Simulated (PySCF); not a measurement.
C₄H₁₀OSi, SMILES O1[C@@H]([Si@H](C)C1)C. Geometry: PBE-D3(BJ)/def2-SVP. The structure was generated by enumeration; whether it is a known compound was not checked.

Question: Give the equilibrium geometry at PBE-D3(BJ)/def2-SVP (PySCF confirms it by a frequency run) as Cartesian coordinates in Å. (An estimate is asked for; the answer gives what the named calculation found.)

Answer: 
```xyz
16

C     -1.5407     1.4813     0.4715
C     -1.1028     0.0377     0.3209
O     -1.0475    -0.3476    -1.0874
C      0.0831    -1.2544    -1.1410
Si     0.7288    -0.5282     0.5091
C      2.0000     0.8520     0.3251
H     -2.5280     1.6400    -0.0115
H     -1.6399     1.7486     1.5435
H     -0.8205     2.1807     0.0004
H     -1.8119    -0.6316     0.8706
H      0.6594    -1.1022    -2.0787
H     -0.2348    -2.3247    -1.1006
H      1.1197    -1.4559     1.6355
H      2.0677     1.4617     1.2494
H      3.0083     0.4392     0.1173
H      1.7195     1.5203    -0.5135
```
